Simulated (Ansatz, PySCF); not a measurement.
1,1,1,2-tetrafluoroethane (C2H2F4), SMILES FCC(F)(F)F. Atoms are numbered in the order given.

```xyz
8

F      0.1572     1.9384     0.0000
C     -0.7364     0.9174     0.0000
C     -0.0058    -0.4077     0.0000
F      0.7644    -0.5432     1.0760
F      0.7644    -0.5432    -1.0760
F     -0.9020    -1.3983     0.0000
H     -1.3710     0.9633     0.8994
H     -1.3710     0.9633    -0.8994
```
Charge 0, spin multiplicity 1.

The structure is a stationary point at PBE0-D3(BJ)/def2-SVP.

Two levels are set side by side: PBE-D3(BJ)/def2-SVP (Ansatz, a quantum-chemistry and plane-wave program) and PBE0-D3(BJ)/def2-SVP (Ansatz). Each level has its own optimised geometry; the coordinates shown are those of the second. Frequencies come from the Hessian of PySCF at each geometry. Differences are taken from unrounded values.

| quantity | PBE0-D3(BJ) | PBE-D3(BJ) | PBE-D3(BJ) minus PBE0-D3(BJ) |
|---|---|---|---|
| mean bond length (Å) | 1.296 | 1.310 | 0.014 |
| bond F1–C2 (Å) | 1.357 | 1.372 | 0.015 |
| bond C2–C3 (Å) | 1.513 | 1.525 | 0.011 |
| bond C3–F4 (Å) | 1.330 | 1.348 | 0.018 |
| bond C3–F5 (Å) | 1.330 | 1.348 | 0.018 |
| bond C3–F6 (Å) | 1.336 | 1.355 | 0.019 |
| bond C2–H7 (Å) | 1.102 | 1.112 | 0.010 |
| bond C2–H8 (Å) | 1.102 | 1.112 | 0.010 |
| highest harmonic wavenumber (cm⁻¹) | 3158 | 3045 | -114 |
| mean harmonic wavenumber (cm⁻¹) | 1126 | 1076 | -51 |
| zero-point energy (kcal/mol) | 28.98 | 27.68 | -1.30 |

GGA bonds tend to be longer and softer than those of functionals with exact exchange. Differences between two approximate levels are no errors against the true value.
